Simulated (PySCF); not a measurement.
PySCF job for Ge(Cl)(SH) (ClGeHS), SMILES [Ge]([SH])[Cl] (connectivity only; charge and spin as stated), neutral, multiplicity 1, TDDFT-ωB97X/def2-SVPD. Geometry: PBE0-D3(BJ)/def2-TZVP. One conformer was computed; it need not be the lowest.

```python
import numpy as np
from pyscf import gto, scf, dft, tdscf

mol = gto.M(
    atom='''
    Ge    0.74839452    0.01365960   -0.00000000
    Cl   -0.70054957    1.65567892    0.00000000
    S    -0.76368432   -1.62495517   -0.00000000
    H     0.17966705   -2.58436591    0.00000000
    ''',
    basis='def2-SVPD',
    charge=0,
    spin=0,
    symmetry=True,
    max_memory=1600,
    verbose=4,
)
mf = dft.RKS(mol, xc='wb97x').density_fit(auxbasis='def2-universal-jkfit')
mf.grids.level = 3
mf.conv_tol = 1e-9
mf.max_cycle = 100
mf.kernel()
mf.grids = dft.Grids(mol).set(level=1).build(with_non0tab=True)  # coarser grid for the response kernel
td = tdscf.TDDFT(mf)
td.singlet = True
td.nstates = 10
td.conv_tol = 1e-4
td.kernel(x0=td.get_init_guess(mf, 15))
td.analyze()
tt = tdscf.TDA(mf)
tt.singlet = False
tt.nstates = 4
tt.conv_tol = 1e-4
tt.kernel(x0=tt.get_init_guess(mf, 9))
tt.analyze(verbose=3)
```

Program output:

```
PySCF version 2.14.0

[INPUT] verbose = 4
[INPUT] num. atoms = 4
[INPUT] num. electrons = 66
[INPUT] charge = 0
[INPUT] spin (= nelec alpha-beta = 2S) = 0
[INPUT] symmetry True subgroup None
[INPUT] Mole.unit = angstrom
[INPUT] Symbol           X                Y                Z      unit          X                Y                Z       unit  Magmom
[INPUT]  1 Ge     0.748394520000   0.013659600000   0.000000000000 AA    1.414260675925   0.025812902971   0.000000000000 Bohr   0.0
[INPUT]  2 Cl    -0.700549570000   1.655678920000   0.000000000000 AA   -1.323846823982   3.128779709016   0.000000000000 Bohr   0.0
[INPUT]  3 S     -0.763684320000  -1.624955170000   0.000000000000 AA   -1.443154210425  -3.070720235996   0.000000000000 Bohr   0.0
[INPUT]  4 H      0.179667050000  -2.584365910000   0.000000000000 AA    0.339521518109  -4.883743775562   0.000000000000 Bohr   0.0

nuclear repulsion = 311.57313225631
point group symmetry = Cs
symmetry origin: [-3.43586573e-09  6.01276495e-09  0.00000000e+00]
symmetry axis x: [ 1.00000000e+00 -2.26334128e-09  0.00000000e+00]
symmetry axis y: [2.26334128e-09 1.00000000e+00 0.00000000e+00]
symmetry axis z: [0. 0. 1.]
num. orbitals of irrep A' = 70
num. orbitals of irrep A" = 30
number of shells = 40
number of NR pGTOs = 180
number of NR cGTOs = 100
basis = def2-SVPD
ecp = {}


[settings echo left out]
init E= -2934.90906487562
HOMO (A') = -0.27315914369984  LUMO (A") = -0.0709380439246425  gap/eV = 5.50272
cycle= 1 E= -2935.51456803544  delta_E= -0.606  |g|= 0.509  |ddm|= 1.99
HOMO (A') = -0.354788050604711  LUMO (A") = -0.0799291615666404  gap/eV = 7.47929
cycle= 2 E= -2935.53592745178  delta_E= -0.0214  |g|= 0.509  |ddm|= 1.17
HOMO (A') = -0.361591071329753  LUMO (A") = -0.0366065954678194  gap/eV = 8.84328
cycle= 3 E= -2935.58687076679  delta_E= -0.0509  |g|= 0.0308  |ddm|= 0.536
HOMO (A') = -0.359456141588344  LUMO (A") = -0.0296865839369778  gap/eV = 8.97349
cycle= 4 E= -2935.58724303693  delta_E= -0.000372  |g|= 0.0131  |ddm|= 0.0637
HOMO (A') = -0.359126569986545  LUMO (A") = -0.0291112997990512  gap/eV = 8.98017
cycle= 5 E= -2935.58732575117  delta_E= -8.27e-05  |g|= 0.00355  |ddm|= 0.0304
HOMO (A') = -0.359427189977346  LUMO (A") = -0.0292797730964454  gap/eV = 8.98377
cycle= 6 E= -2935.58733593322  delta_E= -1.02e-05  |g|= 0.00103  |ddm|= 0.0116
HOMO (A') = -0.359409525438836  LUMO (A") = -0.0293540283175266  gap/eV = 8.98127
cycle= 7 E= -2935.58733713245  delta_E= -1.2e-06  |g|= 0.000263  |ddm|= 0.00505
HOMO (A') = -0.359429453636427  LUMO (A") = -0.0293668181521634  gap/eV = 8.98146
cycle= 8 E= -2935.5873372352  delta_E= -1.03e-07  |g|= 6.63e-05  |ddm|= 0.00219
HOMO (A') = -0.359424251543502  LUMO (A") = -0.0293649112752941  gap/eV = 8.98137
cycle= 9 E= -2935.58733723898  delta_E= -3.78e-09  |g|= 2.96e-05  |ddm|= 0.000338
HOMO (A') = -0.359423824405373  LUMO (A") = -0.0293648387480232  gap/eV = 8.98136
cycle= 10 E= -2935.58733723964  delta_E= -6.63e-10  |g|= 7.54e-06  |ddm|= 0.00011
HOMO (A') = -0.359423884833785  LUMO (A") = -0.0293652604126846  gap/eV = 8.98135
Extra cycle  E= -2935.5873372397  delta_E= -5.91e-11  |g|= 3.68e-06  |ddm|= 2.04e-05
converged SCF energy = -2935.5873372397
tot grids = 22520


******** <class 'pyscf.tdscf.rks.TDDFT'> for <class 'pyscf.df.df_jk.DFSymAdaptedRKS'> ********
nstates = 10 singlet
deg_eia_thresh = 1.000e-03
wfnsym = None
conv_tol = 0.0001
eigh lindep = 1e-12
eigh level_shift = 0
eigh max_cycle = 100


Excitation energies (eV)
[3.71520635 4.92793188 5.71034503 6.12670439 6.44420914 6.46699268
 6.6792748  6.82867426 6.8913088  7.21763747]

** Singlet excitation energies and oscillator strengths **
Excited State   1:   A"      3.71521 eV    333.72 nm  f=0.0167
      33 -> 34       -0.70570
Excited State   2:   A'      4.92793 eV    251.59 nm  f=0.0396
      32 -> 34       -0.67624
      33 -> 36        0.14223
Excited State   3:   A"      5.71035 eV    217.12 nm  f=0.0047
      31 -> 34       -0.69985
Excited State   4:   A'      6.12670 eV    202.37 nm  f=0.0624
      30 -> 34       -0.31476
      33 -> 35        0.56140
      33 -> 36        0.22177
      33 -> 37       -0.13402
Excited State   5:   A"      6.44421 eV    192.40 nm  f=0.0012
      29 -> 34       -0.66490
      32 -> 36        0.14654
Excited State   6:   A'      6.46699 eV    191.72 nm  f=0.1139
      29 -> 35        0.10307
      30 -> 34        0.58874
      33 -> 35        0.33156
Excited State   7:   A"      6.67927 eV    185.63 nm  f=0.0020
      29 -> 34        0.15652
      32 -> 35        0.25364
      32 -> 36        0.50520
      32 -> 37        0.19531
      32 -> 38       -0.22084
      32 -> 39        0.17861
      32 -> 42       -0.10020
Excited State   8:   A"      6.82867 eV    181.56 nm  f=0.0232
      29 -> 34       -0.12386
      32 -> 35        0.63564
      32 -> 36       -0.22661
Excited State   9:   A'      6.89131 eV    179.91 nm  f=0.3344
      30 -> 34       -0.13618
      32 -> 34       -0.13268
      33 -> 36       -0.58279
      33 -> 37       -0.28610
Excited State  10:   A'      7.21764 eV    171.78 nm  f=0.2339
      33 -> 35       -0.18140
      33 -> 36        0.24430
      33 -> 37       -0.56300
      33 -> 38        0.11870
      33 -> 39       -0.10627
      33 -> 41        0.12964

** Transition electric dipole moments (AU) **
state          X           Y           Z        Dip. S.      Osc.
  1        -0.0000     -0.0000     -0.4282      0.1834      0.0167
  2        -0.2158     -0.5306     -0.0000      0.3281      0.0396
  3        -0.0000     -0.0000     -0.1836      0.0337      0.0047
  4         0.4595     -0.4525     -0.0000      0.4159      0.0624
  5        -0.0000     -0.0000      0.0882      0.0078      0.0012
  6         0.4066     -0.7439     -0.0000      0.7187      0.1139
  7        -0.0000     -0.0000      0.1118      0.0125      0.0020
  8        -0.0000     -0.0000      0.3727      0.1389      0.0232
  9        -0.9909     -0.9994     -0.0000      1.9806      0.3344
 10         0.8945      0.7228     -0.0000      1.3225      0.2339

** Transition velocity dipole moments (imaginary part, AU) **
state          X           Y           Z        Dip. S.      Osc.
  1         0.0000     -0.0000     -0.0609      0.0037      0.0181
  2        -0.0388     -0.0957     -0.0000      0.0107      0.0392
  3        -0.0000     -0.0000     -0.0384      0.0015      0.0047
  4         0.1062     -0.1019     -0.0000      0.0217      0.0641
  5        -0.0000     -0.0000      0.0221      0.0005      0.0014
  6         0.0965     -0.1774      0.0000      0.0408      0.1143
  7         0.0000     -0.0000      0.0277      0.0008      0.0021
  8         0.0000     -0.0000      0.0950      0.0090      0.0240
  9        -0.2513     -0.2558      0.0000      0.1286      0.3384
 10         0.2415      0.1920      0.0000      0.0952      0.2392

** Transition magnetic dipole moments (imaginary part, AU) **
state          X           Y           Z
  1         0.4553     -1.5284     -0.0000
  2         0.0000      0.0000      0.1014
  3        -0.5068     -0.4376      0.0000
  4        -0.0000      0.0000      1.0870
  5         1.3186      0.2080      0.0000
  6         0.0000     -0.0000      1.0403
  7         0.1566     -0.0463     -0.0000
  8         0.1620      0.0175     -0.0000
  9         0.0000      0.0000      0.9649
 10         0.0000     -0.0000     -0.7927


******** <class 'pyscf.tdscf.rks.TDA'> for <class 'pyscf.df.df_jk.DFSymAdaptedRKS'> ********
nstates = 4 triplet
deg_eia_thresh = 1.000e-03
wfnsym = None
conv_tol = 0.0001
eigh lindep = 1e-12
eigh level_shift = 0
eigh max_cycle = 100


Excitation energies (eV)
[2.78458586 4.05585633 5.24557904 5.48541442]

** Triplet excitation energies and oscillator strengths **
Excited State   1:   A"      2.78459 eV    445.25 nm  f=0.0000
Excited State   2:   A'      4.05586 eV    305.69 nm  f=0.0000
Excited State   3:   A'      5.24558 eV    236.36 nm  f=0.0000
Excited State   4:   A"      5.48541 eV    226.03 nm  f=0.0000
```

Self-consistency was reached.
